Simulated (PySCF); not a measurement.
# Name the molecule from its bond curve

A diatomic of charge +1 contains Sn. Its triplet curve at PBE0 in a triple-zeta basis (scalar-relativistic core potentials, PySCF), in eV from the separated fragments:

(R (Å), E (eV)): (1.821, -0.805), (1.905, -1.345), (1.990, -1.635), (2.054, -1.733), (2.117, -1.758), (2.180, -1.726), (2.265, -1.622), (2.371, -1.429), (2.498, -1.157), (2.667, -0.817)

The fit gives ωe = 556 cm⁻¹ and the rotational constant Bₑ = 0.3021 cm⁻¹.

Problem. Which atom is the partner?

Solution. The minimum lies at 2.110 Å, so the reduced mass is 16.8576 u Å² cm⁻¹/(Bₑ·Re²) = 12.53 u. With Sn at 119.90 u the partner weighs about 14.0 u: N. The molecule is SnN⁺.

Spin–orbit coupling is left out. The state was picked by a PBE0 search and need not be the measured ground state.
